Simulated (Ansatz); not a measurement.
The inner images of a band of C2H5FOSi2 (11 atoms, charge 0, multiplicity 1) are given out of order.

Method: RKS PBE-D4/cc-pVDZ in Ansatz 0.2.0.

Image 0:

```xyz
11
Properties=species:S:1:pos:R:3
O 0.171 -1.975 -1.207
C 0.276 -0.651 -1.420
C 0.130 0.362 -0.505
Si -0.266 0.041 1.308
Si 0.348 2.105 -1.174
F 0.076 2.914 0.296
H -0.036 -2.097 -0.247
H 0.508 -0.464 -2.486
H -0.379 -1.466 1.526
H 0.825 0.534 2.219
H -1.587 0.641 1.711
```

Image 6:

```xyz
11
Properties=species:S:1:pos:R:3
O 0.614 -1.992 -1.512
C 0.189 -0.713 -1.467
C -0.017 0.022 -0.345
Si 0.128 -0.133 1.559
Si -0.624 1.633 0.311
F 0.293 3.005 0.055
H 0.741 -2.275 -0.576
H 0.031 -0.329 -2.490
H -0.763 -1.131 2.264
H 1.534 -0.184 2.106
H -2.061 2.040 0.115
```

Question: Put them in order from the first end to the last, with their energies above the first end.
A.
```xyz
11
Properties=species:S:1:pos:R:3
O 0.658 -1.956 -1.427
C 0.251 -0.668 -1.465
C -0.063 0.184 -0.448
Si -0.301 0.035 1.411
Si -0.479 1.950 -1.002
F 0.352 2.802 0.203
H 0.715 -2.234 -0.487
H 0.220 -0.342 -2.524
H -1.062 -1.195 1.854
H 0.969 0.140 2.220
H -1.195 1.226 1.684
```
B.
```xyz
11
Properties=species:S:1:pos:R:3
O 0.707 -1.974 -1.533
C 0.273 -0.694 -1.491
C -0.028 0.054 -0.404
Si -0.213 -0.044 1.406
Si -0.805 1.835 -0.385
F 0.513 2.826 0.012
H 0.787 -2.280 -0.602
H 0.182 -0.300 -2.519
H -1.147 -1.031 2.059
H 1.044 0.151 2.222
H -1.247 1.400 1.257
```
C.
```xyz
11
Properties=species:S:1:pos:R:3
O 0.724 -1.981 -1.533
C 0.226 -0.730 -1.499
C -0.076 -0.028 -0.379
Si 0.043 -0.118 1.532
Si -0.598 1.629 0.207
F 0.356 2.956 -0.105
H 0.824 -2.265 -0.594
H 0.095 -0.331 -2.519
H -0.956 -1.052 2.178
H 1.410 -0.158 2.150
H -1.981 2.020 0.582
```
D.
```xyz
11
Properties=species:S:1:pos:R:3
O 0.719 -1.974 -1.534
C 0.249 -0.716 -1.479
C -0.027 -0.035 -0.337
Si -0.039 -0.148 1.493
Si -0.699 1.711 -0.181
F 0.449 2.921 -0.021
H 0.815 -2.271 -0.598
H 0.119 -0.298 -2.492
H -1.042 -1.072 2.128
H 1.294 -0.050 2.180
H -1.772 1.875 0.863
```
E.
```xyz
11
Properties=species:S:1:pos:R:3
O 0.455 -1.976 -1.254
C 0.278 -0.652 -1.428
C 0.007 0.312 -0.493
Si -0.301 0.039 1.349
Si 0.030 2.054 -1.209
F 0.072 2.897 0.262
H 0.341 -2.174 -0.296
H 0.399 -0.411 -2.503
H -0.827 -1.365 1.602
H 0.952 0.202 2.173
H -1.342 1.016 1.818
```

Answer: E (+6.3 kJ/mol), A (+34.2 kJ/mol), B (+62.4 kJ/mol), D (+122.0 kJ/mol), C (+52.7 kJ/mol).

Run time: 8.7 min on 2 threads of Arm Neoverse N1, with other jobs on the host, peak memory 0.18 GiB.
